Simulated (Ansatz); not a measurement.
`BC([SiH3])[SiH2]Cl` + `CC(N)O` → `BNC(C)O` + `[SiH3]C[SiH2]Cl`  (ligand exchange at a B–C bond)

Isolated molecules relaxed with PBE0-D4/def2-TZVP in Ansatz; ΔE leaves out vibrations. CBS: MP2 limit from def2 TZ/QZ plus the TZ coupled-cluster correction, frozen cores. Functionals use def2-TZVPP. B3LYP here is the variant with VWN-RPA as its local correlation; programs differ in this. One conformer a species, not always the lowest.

```
             level  ΔE (kJ/mol)  difference from CCSD(T)/CBS
            PBE-D4       -123.4                         -0.6
         r2SCAN-D4       -124.3                         -1.5
           PBE0-D4       -122.5                          0.3
          B3LYP-D4       -129.5                         -6.7
           ωB97X-V       -124.4                         -1.6
           ωB97M-V       -124.2                         -1.4
            B2PLYP       -131.4                         -8.6
               PBE       -126.8                         -4.0
            r2SCAN       -125.0                         -2.2
              PBE0       -125.4                         -2.6
             B3LYP       -135.2                        -12.4
     HF/def2-TZVPP       -132.7                         -9.9
    MP2/def2-TZVPP       -123.5                         -0.7
SCS-MP2/def2-TZVPP       -126.2                         -3.4
   CCSD/def2-TZVPP       -126.0                         -3.2
CCSD(T)/def2-TZVPP       -125.1                         -2.3
     HF/def2-QZVPP       -132.7                         -9.9
    MP2/def2-QZVPP       -122.2                          0.6
SCS-MP2/def2-QZVPP       -125.1                         -2.3
      HF/CBS(def2)       -132.7                         -9.9
     MP2/CBS(def2)       -121.2                          1.6
    CCSD/CBS(def2)       -123.7                         -0.9
       CCSD(T)/CBS       -122.8                            0
```

Largest T1 diagnostic among the species: 0.012.

In def2-TZVPP, CCSD(T) changes the Hartree–Fock value by +7.6 kJ/mol (the triples alone add +0.9 kJ/mol) and MP2 by +9.2 kJ/mol. The D4 term adds +5.7 kJ/mol with B3LYP and +3.0 kJ/mol with PBE0; it sums over pairs of atoms, weighted by their polarisabilities, and B3LYP, whose exchange is more repulsive, gets the larger term.
